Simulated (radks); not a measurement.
The numbers below are computed, except where a source is named.
Valence configurations of Pb I. Level of theory: scalar-relativistic Kohn-Sham, r2SCAN, spin-polarised, spherical densities, finite nucleus; open shells are filled with parallel spins first (spin-orbit coupling, left out, can overturn this in heavy ions); meta-GGA in the generalised Kohn-Sham scheme; Fermi nuclear charge, rms radius 5.5012 fm (a radial shooting solver on a logarithmic mesh with Libxc functionals). Order these by energy: [Xe] 4f13 5d10 6s2 6p3; [Xe] 4f14 5d6 6s2 6p6; [Hg] 6p2; [Xe] 4f14 5d10 6p4; [Xe] 4f14 5d8 6s2 6p4; [Xe] 4f13.5 5d10 6s2 6p2.5; [Xe] 4f14 5d10 6s1.5 6p2.5; [Xe] 4f14 5d10 6s1 6p3; [Xe] 4f14 5d9 6s2 6p3.

Answer. From the lowest, in eV above it: [Hg] 6p2 0.000; [Xe] 4f14 5d10 6s1.5 6p2.5 3.411; [Xe] 4f14 5d10 6s1 6p3 6.375; [Xe] 4f14 5d10 6p4 18.329; [Xe] 4f14 5d9 6s2 6p3 18.545; [Xe] 4f14 5d8 6s2 6p4 42.010; [Xe] 4f13.5 5d10 6s2 6p2.5 67.121; [Xe] 4f14 5d6 6s2 6p6 95.092; [Xe] 4f13 5d10 6s2 6p3 138.46. NIST lists [Hg] 6p2 as the ground configuration; this level of theory agrees among the configurations tried. The energies are those of spherical high-spin densities, not of single terms.
